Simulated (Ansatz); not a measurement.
All numbers were calculated with Ansatz.

`O=C/C=[CH]/[AlH2]` at its PBE0-D4/def2-TZVP geometry, where that method's forces vanish. The species carries charge 0 and has multiplicity 1.

```csv
atom,x (Å),y (Å),z (Å)
O1,1.8503,-1.5551,1.2638
C2,1.9040,-0.5223,0.6482
C3,0.7271,0.1472,0.0379
C4,-0.5136,-0.3521,0.1237
Al5,-2.0169,0.5736,-0.6990
H6,2.8747,-0.0040,0.5038
H7,0.9357,1.0778,-0.4890
H8,-0.5905,-1.2893,0.6776
H9,-3.4899,-0.0010,-0.6091
H10,-1.6810,1.9252,-1.4579
```

Problem. For each bond, give half the difference of the two atoms' forces along it (eV/Å; positive pushes the atoms apart) under PBE-D4, r2SCAN-D4, B3LYP-D4, ωB97M-V in def2-TZVPP. (Estimate.)

Solution. The calculation gave: 
```csv
bond,length (Å),PBE-D4,r2SCAN-D4,B3LYP-D4,ωB97M-V
O1–C2,1.204,1.06,0.43,0.31,0.04
C2–C3,1.485,-0.36,-0.14,-0.01,0.28
C2–H6,1.110,-0.06,-0.08,-0.15,-0.18
C3–C4,1.340,0.41,0.25,0.11,-0.16
C3–H7,1.090,0.03,-0.06,-0.11,-0.09
C4–Al5,1.948,-0.16,-0.08,0.04,0.12
C4–H8,1.091,0.09,-0.02,-0.08,-0.06
Al5–H9,1.584,0.04,-0.03,-0.09,-0.11
Al5–H10,1.586,0.06,-0.02,-0.07,-0.12
```

B3LYP here is the variant with VWN-RPA as its local correlation; programs differ in this.
